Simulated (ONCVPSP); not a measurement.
## Wu-Cohen ONCV dataset for sulfur (S), scalar-relativistic all-electron reference.

ONCVPSP 4.0.1 input, shortened (lines: element, Z, core and valence counts, functional; n l f; lmax; l rc ep ncon nbas qcut; lloc lpopt rc5 dvloc0; l nproj debl; icmod fcfact rcfact), Wu-Cohen, scalar-relativistic:

```
  S 16.00    3    2  -118130      upf
    1    0    2.00
    2    0    2.00
    2    1    6.00
    3    0    2.00
    3    1    2.00
    1
    0    1.05    0.00    3    5    5.70
    1    1.25    0.00    4    8    6.90
    4    1    0.85    6.00
    0    1    2.70
    1    1    2.80
    1    0.70    0.00
```

Poles of the logarithmic derivatives, all-electron (AE) and pseudo (PS). s: poles at no energy (AE) and 1.4 (PS) Ha. p: poles at 4.1 (AE) and 2.7 (PS) Ha. Test radii: s 1.07, p 1.27 bohr.

- Ghost test: no bound ghost flagged; no localised positive-energy state flagged
- Largest excitation error: +38 meV (all-electron minus pseudo) for 3s2 3p4, out of 4 test configurations
- rms error of d²Exc/dni dnj: 3.83 mHa without and 0.25 mHa with the model core
